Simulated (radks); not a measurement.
Problem. Method: non-relativistic Kohn-Sham, exchange-only LDA, spin-polarised, spherical densities, point nucleus; open shells are filled with parallel spins first (spin-orbit coupling, left out, can overturn this in heavy ions); computed with a radial shooting solver on a logarithmic mesh with Libxc functionals. Response by self-consistent Sternheimer equations with the Hartree and adiabatic exchange-only LDA kernel. For heavy and open-shell atoms this level of theory can miss by tens of per cent. Rank Sc+, Ru+, Sn+, F+, Zn, Ne, F, V, Tc (NIST ground configurations) by static dipole polarisability, largest first.

Solution. Tc 108.9, V 99.75, Sc+ 56.83, Zn 41.75, Sn+ 29.61, Ru+ 16.90, F 4.556, Ne 3.260, F+ 1.959 bohr^3.
